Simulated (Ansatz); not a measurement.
Input (CCSDT(Q)/cc-pV(D+d)Z; Ansatz, a program for electronic structure): A basis named .json is the Basis Set Exchange file of that set.

Ansatz 0.2 input:
```yaml
crystal:
  periodic: [false, false, false]
  atoms:
    - {symbol: P, position_ang: [1.05371992, -0.04559710, 0.53336622]}
    - {symbol: P, position_ang: [-0.95159722, 0.07206098, -0.38132630]}
    - {symbol: H, position_ang: [1.62055299, 0.60298413, -0.59471628]}
    - {symbol: H, position_ang: [1.23148554, -1.35161609, 0.00682918]}
    - {symbol: H, position_ang: [-1.85932400, -0.71480819, 0.33747934]}
    - {symbol: H, position_ang: [-1.44211500, 1.38116975, -0.30757636]}
    - {symbol: H, position_ang: [-1.08243993, -0.31468783, -1.72261469]}
basis:
  gaussian:
    orbitals: cc-pV_D+d_Z.json
total_charge: 1
magnetization: {spin_polarized: false}
correlation: {method: ccsdt_q, electrons: outside_noble_gas}
```

Output:

```
Functional definition: HF
integrals: 0.07 GiB planned
1355 factors; integrals over basis functions are off by at most 1.7e-7 eV
mean field: 0.25 GiB planned
mean field evaluation 1: about -18615.0989 eV, gradient 1.4e1 eV
mean field evaluation 2: about -18615.1387 eV, gradient 1.4e1 eV
mean field evaluation 4: about -18616.2404 eV, gradient 1.5e0 eV
mean field evaluation 8: about -18616.2530 eV, gradient 5.5e-4 eV
mean field evaluation 16: about -18616.2518 eV, gradient 5.3e-1 eV
mean field -18616.25298872 eV, -684.1346787858 hartree, gradient 4.4e-6 eV, S^2 0.000000; 0 other end points of the search recorded, 0 dependent functions left out
10 core orbitals not correlated
reference -18616.25298872 eV, -684.1346787858 hartree; 7, 7 occupied and 54, 54 virtual orbitals, 1355 factors
second order -6.70406106 eV of doubles, -0.00000000 eV of singles
coupled cluster: 0.89 GiB planned
cycle   1  -7.66026211 eV  change   -9.6e-1 eV  update   8.4e-2
cycle   2  -8.20788106 eV  change   -5.5e-1 eV  update   3.4e-2
cycle   3  -8.28852011 eV  change   -8.1e-2 eV  update   1.3e-2
cycle   4  -8.28365513 eV  change    4.9e-3 eV  update   4.3e-3
cycle   5  -8.28387364 eV  change   -2.2e-4 eV  update   1.7e-3
cycle   6  -8.28328840 eV  change    5.9e-4 eV  update   5.9e-4
cycle   7  -8.28296793 eV  change    3.2e-4 eV  update   2.2e-4
cycle   8  -8.28310980 eV  change   -1.4e-4 eV  update   9.3e-5
cycle   9  -8.28317908 eV  change   -6.9e-5 eV  update   3.2e-5
cycle  10  -8.28314735 eV  change    3.2e-5 eV  update   1.2e-5
cycle  11  -8.28313922 eV  change    8.1e-6 eV  update   5.3e-6
cycle  12  -8.28314117 eV  change   -1.9e-6 eV  update   1.8e-6
cycle  13  -8.28314406 eV  change   -2.9e-6 eV  update   8.0e-7
cycle  14  -8.28314572 eV  change   -1.7e-6 eV  update   2.7e-7
cycle  15  -8.28314595 eV  change   -2.4e-7 eV  update   9.5e-8
perturbative correction -0.01187390 eV, -0.0004363580 hartree
Total energy: -18624.54800857 eV, -684.4395151430 hartree
```
